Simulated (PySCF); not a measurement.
SMILES C[Si](C)([Si](C)C)C, doublet (GFN2-xTB optimised geometry):

```
22

C      2.331     0.538     0.000
Si     0.413     0.538     0.000
C     -0.094     2.387     0.000
Si    -0.547    -0.721    -1.689
C     -0.185    -0.221    -3.511
C      0.029    -2.533    -1.494
C     -2.446    -0.679    -1.476
H      2.722    -0.474    -0.032
H      2.716     1.069    -0.868
H      2.738     1.021     0.884
H      0.293     2.893    -0.883
H     -1.174     2.497    -0.006
H      0.286     2.914     0.871
H      0.882    -0.246    -3.716
H     -0.671    -0.880    -4.227
H     -0.531     0.790    -3.712
H     -0.199    -2.914    -0.504
H      1.101    -2.624    -1.639
H     -0.453    -3.186    -2.215
H     -2.835     0.326    -1.603
H     -2.944    -1.315    -2.202
H     -2.738    -1.020    -0.487
```

Calculation: unrestricted PBE0/def2-SVP in PySCF.

What are the frontier orbital energies (α orbitals alone; a β orbital can be the lowest empty one) and the dipole moment?

HOMO-2 -8.24 eV, HOMO-1 -7.59 eV, HOMO -5.35 eV, LUMO 0.77 eV, LUMO+1 1.05 eV; dipole moment 0.52 D.

Meta-Löwdin charges at PBE0/def2-SVP: C1 -0.53, Si2 0.35, C3 -0.53, Si4 0.65, C5 -0.54, C6 -0.54, C7 -0.54, H8 0.11, H9 0.11, H10 0.12, H11 0.11, H12 0.11, H13 0.12, H14 0.11, H15 0.11, H16 0.11, H17 0.11, H18 0.11, H19 0.11, H20 0.11, H21 0.11, H22 0.11.
